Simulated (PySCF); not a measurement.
Two species compared at the same levels of theory.

First species: C4H10F2Si3.
InChI=1S/C4H10F2Si3/c5-3(6)2-1-9-4(2,7)8/h1,3H,9H2,7-8H3

Second species: C6H15NSi2.
InChI=1S/C6H15NSi2/c1-5-2-6(3-5,4-5)7(8)9/h2-4H2,1,8-9H3/t5-,6-

Levels: PBE0/pcSseg-1 for dipole moment, HOMO energy, LUMO energy and HOMO–LUMO gap; GFN2-xTB for rotational constant A and rotational constant C. Geometries: GFN2-xTB. All species are isolated and taken at one optimised geometry, non-relativistic unless stated; the electronic structure was computed with PySCF and density fitting.

The conformers computed, where there is a choice (atom-mapped SMILES and torsion angles):
- `[F:1][CH:2]([F:3])[C:4]1=[CH:5][SiH2:6][C:7]1([SiH3:8])[SiH3:9]`: F1–C2–C4–C5 -121°
- `[CH3:1][C@:2]12[CH2:3][C@:4]([N:5]([SiH3:6])[SiH3:7])([CH2:8]1)[CH2:9]2`: C3–C4–N5–Si6 -155°

Values for the first species:

| Quantity | Value |
| --- | --- |
| Dipole moment | 2.45 D |
| HOMO energy | -7.55 eV |
| LUMO energy | -1.02 eV |
| HOMO–LUMO gap | 6.53 eV |
| Rotational constant A | 1.137 GHz |
| Rotational constant C | 0.797 GHz |

**Question.** Estimate the same properties for the second species, and the change in each.

**Answer.** 
```tsv
property	first	second	second less first
dipole moment	2.45 D	0.83 D	-1.62 D
HOMO energy	-7.55 eV	-6.70 eV	+0.85 eV
LUMO energy	-1.02 eV	0.40 eV	+1.42 eV
HOMO–LUMO gap	6.53 eV	7.10 eV	+0.57 eV
rotational constant A	1.137 GHz	2.025 GHz	+0.888 GHz
rotational constant C	0.797 GHz	0.649 GHz	-0.148 GHz
```

On the first: The dipole matches unit charges of opposite sign 0.51 Å apart (1 e·Å = 4.8032 D).

On the second: The dipole matches unit charges of opposite sign 0.17 Å apart (1 e·Å = 4.8032 D).
